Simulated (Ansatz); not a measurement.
Molecule: sum formula AlBr2F (charge 0, singlet). 
Structure (B3LYP-D3(BJ)/def2-TZVP (Ansatz, a quantum-chemistry and plane-wave program) minimum search):
```
Al
F 1 1.6396
Br 1 2.2316 2 118.93
Br 1 2.2316 2 118.93 3 180.00
```

Property: atomisation energy (electronic, to ground-state atoms), in kJ/mol. Cores are frozen in the correlated levels unless marked. Open shells are spin-unrestricted. Spin-orbit coupling is left out. The frozen core is the preceding noble-gas configuration, with the filled d and f shells of earlier blocks. No relativistic terms. The coupled-cluster limit lacks core correlation, which all-electron functionals hold. CBS(X,Y): correlation extrapolated as X^-3; Hartree-Fock from the larger set.

| level | program | atomisation energy (kJ/mol) |
|---|---|---|
| SVWN5/def2-TZVPD | Ansatz | … |
| revPBE/def2-TZVPD | Ansatz | 1277.8 |
| B97M-V/def2-TZVPD | Ansatz | 1342.2 |
| PBE0/def2-TZVP | Ansatz | 1315.1 |
| r2SCAN0/def2-TZVPD | Ansatz | … |
| CAM-B3LYP-D4/def2-TZVPD | Ansatz + dftd4 | 1317.3 |
| CAM-B3LYP/def2-TZVPD | Ansatz | 1306.6 |
| LC-wPBE-D3(BJ)/def2-TZVPD | Ansatz + dftd3 | … |
| RPA@PBE/def2-TZVPP | Ansatz | 1171.7 |
| SCS-MP2/STO-3G | Ansatz | 1323.0 |
| CCSD(T)/CBS(def2-TZVPPD,def2-QZVPPD) | Ansatz | … |

Task: Some entries are withheld; supply them.

Result: 
- SVWN5/def2-TZVPD, atomisation energy (kJ/mol): 1512.4
- r2SCAN0/def2-TZVPD, atomisation energy (kJ/mol): 1325.0
- LC-wPBE-D3(BJ)/def2-TZVPD, atomisation energy (kJ/mol): 1335.3
- CCSD(T)/CBS(def2-TZVPPD,def2-QZVPPD), atomisation energy (kJ/mol): 1355.0
